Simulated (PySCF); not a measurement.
**Working with the constants of InB⁺**

UHF-CCSD(T) constants of InB⁺, ²Σ⁺ (doublet), unpaired electrons σ ↑ (basis In def2-SVP with ECP28, B def2-SVP; scalar-relativistic core potentials; PySCF 2.14; masses 114.9039 and 11.0093 u):

| Property | Result |
| --- | --- |
| ωe | 182.9 cm⁻¹ |
| ωexe | 2.35 cm⁻¹ |
| Be | 0.18726 cm⁻¹ |
| αe | 0.00299 cm⁻¹ |
| De to In⁺ + B | 0.53 eV |

Q: What force constant and bond length do these constants imply?

A: Reduced mass μred = 10.047 u; k = 5.8918×10⁻⁷·μred·ωe² (u, cm⁻¹, mdyn/Å) = 0.198 mdyn/Å; Re = √(16.8576/(μred·Be)) (u, cm⁻¹, Å) = 2.993 Å.

Q: Estimate the centrifugal constant D from the Kratzer relation and find the Dunham coefficient a1.

A: D = 4Be³/ωe² = 7.85e-07 cm⁻¹; a1 = −1 − αeωe/(6Be²) = -3.60.

Correlated steps freeze 5 core orbitals. Correlated levels converge slowly with the basis: in double zeta they bind strong bonds too weakly, by up to about 1 eV, and carry superposition errors of some tenths. These are scalar-relativistic numbers at best; spin–orbit coupling would shift them, the dissociation energy most. For an ion De counts to the pair picked by the measured ionisation energies or electron affinities, which need not be the lowest pair at this level. The state is the lowest determinant that a PBE0 search found; another state may lie lower at other levels.
